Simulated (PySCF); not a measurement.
**TDDFT excited states: YBr3**

Compound: YBr3 (singlet state).
Cartesian coordinates in Å at the PBE0-D3(BJ)/def2-SVP level; atoms count from 1:
```xyz
4
YBr3 angstrom
Y      0.0240   -0.0005    0.1732
Br     2.6104    0.0105    0.1692
Br    -1.3237    2.1618   -0.1694
Br    -1.3107   -2.1719   -0.1730
```

Theory: TDDFT B3LYP/def2-SVPD, vertical, gas phase, core orbitals frozen in the response, def2 core potentials past Kr (PySCF 2.14.0, density-fitted response routines). Spin–orbit coupling is left out. The geometry optimisation had not met its thresholds, so the values belong to a structure short of the stationary point.

What does the calculation give for the low-lying excited states?

| state | λ (nm) | E (eV) | f | \|μ\| (D) | main configurations (H = HOMO, L = LUMO) |
| --- | --- | --- | --- | --- | --- |
| S1 | 312.1 | 3.97 | 0.0000 | 0.00 | H→L (100%) |
| S2 | 291.2 | 4.26 | 0.0034 | 0.46 | H-1→L (100%) |
| S3 | 288.8 | 4.29 | 0.0041 | 0.50 | H-3→L (70%), H-2→L (30%) |
| S4 | 285.9 | 4.34 | 0.037 | 1.49 | H-2→L (69%), H-3→L (30%) |
| S5 | 281.8 | 4.40 | 0.0003 | 0.13 | H-4→L (100%) |
| S6 | 280.4 | 4.42 | 0.0026 | 0.39 | H-5→L (98%) |
| S7 | 255.1 | 4.86 | 0.0042 | 0.47 | H-6→L (99%) |
| S8 | 252.5 | 4.91 | 0.0038 | 0.45 | H-7→L (99%) |
| S9 | 250.2 | 4.95 | 0.0001 | 0.08 | H→L+1 (96%) |
| S10 | 248.1 | 5.00 | 0.0001 | 0.08 | H→L+2 (95%) |

Triplets, Tamm–Dancoff:

| state | E (eV) | λ (nm) | main configurations (H = HOMO, L = LUMO) |
| --- | --- | --- | --- |
| T1 | 3.96 | 313.0 | H→L (100%) |
| T2 | 4.22 | 293.5 | H-1→L (96%) |
| T3 | 4.23 | 293.1 | H-2→L (97%) |

The lowest singlet lies at 3.97 eV (312 nm, ultraviolet) and is dark (f under 0.0005); its leading configuration is HOMO→LUMO (100%). The most intense listed level is S4 at 4.34 eV (286 nm, f = 0.037), 0.36 eV above S1. For S1 the Löwdin share of yttrium is at most 4% in HOMO and 84% in LUMO (ligand-to-metal charge transfer by this measure); for S4 the Löwdin share of yttrium is 8% in HOMO-2 and 84% in LUMO (ligand-to-metal charge transfer by this measure). The listed states span 1.03 eV, and the widest gap between neighbours is 0.44 eV (S6 to S7). Of the 10 states listed, 1 reaches f = 0.01 and 4 stay under 0.0005. The vertical ionisation energy (ΔSCF) is 10.14 eV, 5.14 eV above S10. The window holds the lowest 10 singlets.
